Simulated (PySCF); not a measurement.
SMILES C[Si](C)(C)C#C[SiH2]F (C5H11FSi2) at its GFN2-xTB optimised geometry (Å):

```
19

Si    -3.0274     0.5310     0.0000
F     -3.5136    -0.1060    -1.3991
C     -1.1826     0.5310     0.0000
C      0.0284     0.5328     0.0039
Si     1.8922     0.5259    -0.0111
C      2.4933     1.2839     1.6322
C      2.4780    -1.2801    -0.1781
C      2.4786     1.5710    -1.4932
H     -3.5622    -0.3584     1.0217
H     -3.5623     1.8856     0.0000
H      2.1374     0.7111     2.4834
H      2.1352     2.3023     1.7502
H      3.5782     1.3087     1.6828
H      2.1288    -1.8856     0.6530
H      3.5623    -1.3455    -0.2003
H      2.1022    -1.7310    -1.0917
H      2.1062     1.1666    -2.4296
H      2.1263     2.5953    -1.4162
H      3.5630     1.5995    -1.5547
```

Method: PBE0/def2-SVP in PySCF. Cells within 0.4 Å of a nucleus heavier than hydrogen are left out (blank, or x).

Map of the Laplacian of the electron density (e/bohr⁵) on the plane z = 1.5 Å:

```
|88888888888888888888888888888|
|88888888888888888888888888888|
|88888888888888888888888888888|
|88888888888888888888888888888|
|88888888888888888888888888888|
|88888888888888888888888888888|
|88888888888888888888888888888|
|88888888888888888888888888888|
|88888888888888888898998888888|
|88888888888888888992899888888|
|88888888888888888994788988888|
|8888888888888888899xx10788888|
|88888888888888888996988988888|
|88888888888888888899999888888|
|88888998888888888889988888888|
|88888999888888888888888888888|
|88888888888888888888888888888|
|88888888888888888888888888888|
|88888888888888888888888888888|
|88888888888888888888888888888|
|88888888888888888888888888888|
|88888888888888888888888888888|
|88888888888888888888888888888|
|88888888888888888888888888888|
|88888888888888888888888888888|
|88888888888888888888888888888|
|88888888888888888888888888888|
|88888888888888888888888888888|
|88888888888888888888888888888|
```
Scale: ten equal steps from -0.983 (start of '0') to 0.160 (end of '9'), in the order '0123456789'; x runs from -6.00 to 6.00, y from -6.00 (bottom) to 6.00 (top).
